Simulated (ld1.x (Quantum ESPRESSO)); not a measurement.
**Cutoff test, H, TM**

```
Element                 : hydrogen
Generator               : ld1.x (Quantum ESPRESSO) 7.5
Type                    : norm-conserving Troullier–Martins (Kleinman–Bylander form)
Functional              : Wu–Cohen
Relativity              : scalar-relativistic
Frozen core             : none
Valence charge          : 1
Reference configuration : 1s1
Partial waves           : 1s (bound): rc 1.35 bohr
Local potential         : the s channel
Core correction         : none
```

The pseudo-atom Hamiltonian at the reference potential is diagonalised in spherical Bessel functions j_l(qr) that vanish at 20 bohr, with q² up to the cutoff. All-electron valence levels (Ry): 1s -0.4680.

**Question.** How do the lowest levels (Ry) of each channel move with the cutoff, and are there ghosts?

**Answer.**

```csv
cutoff (Ry),s #1,p #1,p #2,d #1,f #1,Σ f·Δε (mRy)
8,-0.4200,0.0302,0.1020,0.0772,0.1193,48.0
10,-0.4336,0.0302,0.1020,0.0772,0.1193,34.4
15,-0.4520,0.0302,0.1019,0.0772,0.1193,16.0
18,-0.4599,0.0302,0.1019,0.0772,0.1193,8.1
25,-0.4653,0.0302,0.1019,0.0772,0.1193,2.7
30,-0.4670,0.0302,0.1019,0.0772,0.1193,1.0
40,-0.4678,0.0302,0.1019,0.0772,0.1193,0.2
45,-0.4678,0.0302,0.1019,0.0772,0.1193,0.2
400,-0.4680,0.0302,0.1019,0.0772,0.1193,0.0
```

Result: no extra level below or beside the all-electron valence levels (s, p, d, f tested); 10 mRy is reached at 18 Ry and 1 mRy at 35 Ry.
